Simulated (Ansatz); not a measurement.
Frontier orbitals of CH5FGeOSi, SMILES `F[SiH]1[CH2][GeH2][O]1`.

Charge 0, multiplicity 1. Correlated methods include outer-core shells of Ge, which these sets cover unevenly. Scalar relativity is left out up to krypton. The structure was optimised at the PBE0-D4/def2-TZVP level. Basis def2-TZVPP, the Gaussian-basis code of Ansatz.

Orbital energies of one run (eV). Highest occupied ones, from the top: -7.39, -7.78, -7.85, -9.31, -9.40, -10.15, -10.68, -11.01, -11.39, -11.64, -13.28, -14.28, -18.36, -25.45. Empty: -0.94, 0.23, 0.62, 0.75, 1.66, 1.77.

Problem. Which functional gave them?
A. BLYP
B. r2SCAN
C. B3LYP
D. r2SCAN0

Solution. B. HOMO energies: r2SCAN -7.39, BLYP -6.98, r2SCAN0 -8.56, B3LYP -8.17 eV.

B3LYP here is the variant with VWN-RPA as its local correlation; programs differ in this.
